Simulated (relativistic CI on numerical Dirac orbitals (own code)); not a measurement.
# Ti+ in a cubic cluster: 3p photoemission with charge transfer

Computed with a charge-transfer multiplet model of a cubic metal-ligand cluster with up to one ligand hole, Slater and spin-orbit integrals from Dirac-Coulomb-Breit ions, Slater integrals scaled by 0.7. The parameters are those of a tetrahedral site (10Dq negative, t2 hopping the larger). The ground state mixes d3 with configurations of k ligand holes L, whose averages lie at kΔ + k(k − 1)U_dd/2; a core hole lowers each added d electron by U_cd. 300 K, Lorentzian 0.9 eV and Gaussian 0.8 eV FWHM.

Atomic integrals in eV (Slater integrals scaled, ζ unscaled), ground: F2dd 4.733, F4dd 2.905, zeta_d 0.009; with the core hole: F2dd 5.891, F4dd 3.667, zeta_d 0.013, zeta_core 0.417, F2cd 6.646, G1cd 8.305, G3cd 4.992.

Cluster parameters (eV): U_dd = 5.7, U_cd = 7, 10Dq = -0.45, 10Dq(ligand) = 0, V(eg) = 1.32, V(t2g) = -2.25, final-state hopping factor = 1.

```json
{"Case": "Δ = 7.1 eV", "n_d": "3.22", "d3": "0.78", "d4L": "0.22", "S": "1.50"}
{"Case": "Δ = 9.1 eV", "n_d": "3.17", "d3": "0.83", "d4L": "0.17", "S": "1.50"}
{"Case": "Δ = 10.1 eV", "n_d": "3.15", "d3": "0.85", "d4L": "0.15", "S": "1.50"}
```

Weights, n_d and S are thermal averages at 300 K. Binding energies count from the first peak over 30 % of the highest in each spectrum, which can be another peak from case to case. The parameters are a model scan and need not match a compound or its usual spin state. Peaks in eV (height, largest 100):
- Δ = 7.1 eV: 0.0 (100), 2.8 (38), 7.5 (13), 11.2 (25), 13.7 (11)
- Δ = 9.1 eV: 0.0 (100), 2.7 (37), 7.0 (11), 10.9 (21), 13.5 (9)
- Δ = 10.1 eV: 0.0 (100), 2.8 (37), 7.1 (11), 10.9 (21)

For the case Δ = 7.1 eV, Δ = 7.1 eV is larger than U_dd = 5.7 eV, the Mott-Hubbard side of the Zaanen-Sawatzky-Allen scheme. With the core hole the configuration with one ligand hole lies at Δ − U_cd = 0.1, 2.1, 3.1 eV from the one without, in the order of the table; where this is negative the screened configuration lies lower, though the effective hopping of about 5.3 eV (from the holes of the mixed ground state) mixes the two strongly wherever it is as large as the gap.

With at most 1 ligand hole the space is cut while the next configuration still counts, so covalency is underestimated, and a final configuration with one more ligand hole, which can lie low, is missing from the spectra.
